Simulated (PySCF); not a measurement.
## Two-component Hartree-Fock for Ne²⁺ (neon, charge +2)

Start: [He] 2s1 2p4 3s1; 2s1/2 filled at m_j = +1/2; 2p1/2 filled at m_j = +1/2; 2p3/2 filled at m_j = -1/2, +1/2, +3/2; 3s1/2 filled at m_j = +1/2. Calculated with PySCF 2.14 in x2c-TZVPall-2c with one added diffuse shell each of s, p, d type (6s4p3d1f, 40 functions): generalised Hartree-Fock with the X2C-1e Hamiltonian and a Gaussian nucleus; one run each with spin-orbit coupling (SO) switched off, then screened by Boettger's factors. This is a chosen level, not necessarily the ground level.

```json
{"spinor shell": "1s1/2", "electrons": "2", "ε, spin-free (eV)": "-961.05", "ε, screened SO (eV)": "-961.04", "weight of nominal j (screened SO)": "1.000", "rms radius, screened SO (bohr)": "0.182"}
{"spinor shell": "2s1/2", "electrons": "1", "ε, spin-free (eV)": "-115.02", "ε, screened SO (eV)": "-115.01", "weight of nominal j (screened SO)": "1.000", "rms radius, screened SO (bohr)": "0.851"}
{"spinor shell": "2p3/2", "electrons": "3", "ε, spin-free (eV)": "-82.318", "ε, screened SO (eV)": "-85.643", "weight of nominal j (screened SO)": "0.663", "rms radius, screened SO (bohr)": "0.840"}
{"spinor shell": "2p1/2", "electrons": "1", "ε, spin-free (eV)": "-82.318", "ε, screened SO (eV)": "-72.369", "weight of nominal j (screened SO)": "0.662", "rms radius, screened SO (bohr)": "0.878"}
{"spinor shell": "3s1/2", "electrons": "1", "ε, spin-free (eV)": "-24.557", "ε, screened SO (eV)": "-24.557", "weight of nominal j (screened SO)": "1.000", "rms radius, screened SO (bohr)": "2.70"}
```

```csv
quantity,spin-free,screened SO
E (hartree),-124.29896,-124.30060
M_J,3,3
⟨J²⟩,12.003,12.003
⟨L²⟩,2.001,2.001
⟨S²⟩,6.002,6.001
```

Each row is a mean over spinors that exchange with the open shell spreads, by up to 8.057 eV (1s1/2).

Rows whose weight is well below 1 are mixtures of j = l ± 1/2: exchange outweighs spin-orbit coupling there, and the label is only the starting occupation.

Without spin-orbit coupling the j labels of p, d and f shells carry no meaning; the spin-free column gives the mean over the occupied spinors of each nl shell.
